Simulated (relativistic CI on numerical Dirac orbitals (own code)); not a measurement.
Nb²⁺: L2,3 absorption edge

Computed with this model: Dirac-Coulomb-Breit CI, KLI orbitals optimised for each configuration, QED by a radiative potential, valence Slater integrals scaled by 0.8, multiplet model of core-to-valence dipole absorption; configurations [Kr] 4d3 → [He] 2s2 2p5 3s2 3p6 3d10 4s2 4p6 4d4; 80 K; Lorentzian 2.4 eV and Gaussian 0.5 eV FWHM. Energies are those of the free ion, without screening or charge transfer. The branching ratio is the share of the lower-energy edge in the whole absorption, uncertain by about 0.02 where the edges overlap. S is read from ⟨S²⟩ = S(S + 1).

Field parameters in Wybourne normalisation: D4h B²₀ = −7Ds, B⁴₀ = 21(Dq − Dt), B⁴₄ = 21√(5/14) Dq. The field is a parameter set, without covalency.

Computed curve for D4h, 10Dq = 23000, Ds = -1500, Dt = 870 cm⁻¹, scaled to 100 at the maximum (points under 2 are left out and the grid is thinned):

(Energy (eV), Intensity): (2362.50, 2.0), (2363.00, 2.2), (2363.75, 2.6), (2364.25, 3.0), (2364.75, 3.4), (2365.25, 3.9), (2366.00, 4.9), (2366.50, 5.7), (2367.00, 6.9), (2367.75, 9.4), (2368.25, 11.8), (2368.75, 15.5), (2369.25, 20.8), (2370.00, 34.2), (2370.50, 47.0), (2371.00, 62.8), (2371.75, 90.5), (2372.25, 100.0), (2372.75, 96.0), (2373.25, 85.3), (2374.00, 62.7), (2374.50, 45.9), (2375.00, 32.5), (2375.75, 20.0), (2376.25, 15.2), (2376.75, 12.0), (2377.25, 9.7), (2378.00, 7.2), (2378.50, 6.0), (2379.00, 5.0), (2379.75, 4.0), (2380.25, 3.4), (2380.75, 3.0), (2381.50, 2.5), (2382.00, 2.3), (2382.50, 2.0), (2460.25, 2.3), (2461.00, 2.9), (2461.50, 3.5), (2462.00, 4.3), (2462.75, 6.3), (2463.25, 8.3), (2463.75, 11.4), (2464.25, 16.2), (2465.00, 27.1), (2465.50, 35.9), (2466.00, 43.5), (2466.75, 42.6), (2467.25, 36.3), (2467.75, 31.0), (2468.25, 25.7), (2469.00, 16.9), (2469.50, 12.1), (2470.00, 8.8), (2470.75, 5.9), (2471.25, 4.7), (2471.75, 3.9), (2472.25, 3.2), (2473.00, 2.4), (2473.50, 2.1)

The ground state has S = 1.50, and the centroid lies at 2401.52 eV.
